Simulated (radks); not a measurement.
Values are calculated unless marked as measured or tabulated.
Removal energies from the bismuth ion Bi8+, [Xe] 4f14 5d(3/2: 4, 5/2: 3), by Delta-SCF beside the eigenvalue of the level emptied. Level of theory: Dirac Kohn-Sham, BLYP, spin-unpolarised, spherical densities, finite nucleus; Fermi nuclear charge, rms radius of each element as measured or else 0.836 A^(1/3) + 0.57 fm (a radial shooting solver on a logarithmic mesh with Libxc functionals). Sub-shells are occupied by j as written (lower j first in brackets).

| removed from | final configuration | Delta-SCF (eV) | -eigenvalue (eV) |
|---|---|---|---|
| 5d5/2 | [Xe] 4f14 5d(3/2: 4, 5/2: 2) | 143.11 | 133.45 |
| 5d3/2 | [Xe] 4f14 5d(3/2: 3, 5/2: 3) | 147.01 | 137.16 |
| 5p3/2 | [Kr] 4d10 4f14 5s2 5p(1/2: 2, 3/2: 3) 5d(3/2: 4, 5/2: 3) | 212.33 | 201.32 |
| 5p1/2 | [Kr] 4d10 4f14 5s2 5p(1/2: 1, 3/2: 4) 5d(3/2: 4, 5/2: 3) | 239.10 | 227.37 |
